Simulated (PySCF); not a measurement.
Mo(O)(NMe)(SH)2 (CH5MoNOS2), SMILES [SH][Mo](=[O])(=[N]C)[SH], multiplicity 1. Geometry optimised at PBE0-D3(BJ)/def2-SVP. The spin state was assumed, not searched. The def2 effective core potentials stand for the cores of Mo; spin–orbit coupling is left out. Other conformers were not sampled.

Question: Give the equilibrium geometry at PBE0-D3(BJ)/def2-SVP (PySCF confirms it by a frequency run) as Cartesian coordinates in Å, and its point group. (An estimate is asked for; the answer gives what the named calculation found.)

Answer: Several could match; the one computed here: point group Cs.
```xyz
11

Mo    -0.0503    -0.2246     0.0000
O      0.0557    -1.8984     0.0000
N      1.5120     0.4893     0.0000
C      2.9268     0.4345     0.0000
H      3.3176     0.9552    -0.8905
H      3.3011    -0.6038     0.0000
H      3.3176     0.9552     0.8905
S     -1.0132     0.5632     1.9866
H     -1.9957    -0.3701     1.9914
S     -1.0132     0.5632    -1.9866
H     -1.9957    -0.3701    -1.9914
```
Charge 0, spin multiplicity 1.
